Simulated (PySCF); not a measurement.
# MTl cations for M along the fourth-period p block

PBE with double-zeta basis sets in PySCF, for the lowest determinant that a PBE0 search found; no spin–orbit coupling. De refers to high-spin ground-configuration atoms (the charge goes to the atom of lower measured ionisation energy or higher electron affinity, which is not always the lowest computed limit). A positive dipole points towards Tl; it is taken about the centre of mass and depends on that origin.

| M | basis | charged atom | state (unpaired electrons) | Re (Å) | ωe (cm⁻¹) | De (eV) | μ (D) |
| --- | --- | --- | --- | --- | --- | --- | --- |
| Ga | def2-SVP | Ga+ | doublet (σ ↑) | 3.526 | 66.2 | n/a | -3.04 |
| Ge | def2-SVP | Tl+ | triplet (σ ↑, π ↑) | 3.250 | 77.9 | n/a | -1.15 |
| As | def2-SVP | Tl+ | quartet (σ ↑, π ↑↑) | 3.169 | 75.5 | n/a | 0.46 |
| Se | def2-SVP | Tl+ | triplet (π ↑↑) | 3.268 | 87.5 | n/a | 0.47 |
| Br | def2-SVP | Tl+ | doublet (π ↑) | 3.262 | 79.6 | n/a | 1.61 |

The shortest bond is that of TlAs⁺ (3.169 Å), the longest that of TlGa⁺ (3.526 Å).

The state changes along the series, so neighbouring rows are not always alike in their bonding.

Spin–orbit coupling is left out, which matters for elements this heavy, above all for dissociation energies. States were picked by a PBE0 search and need not be the measured ground states.
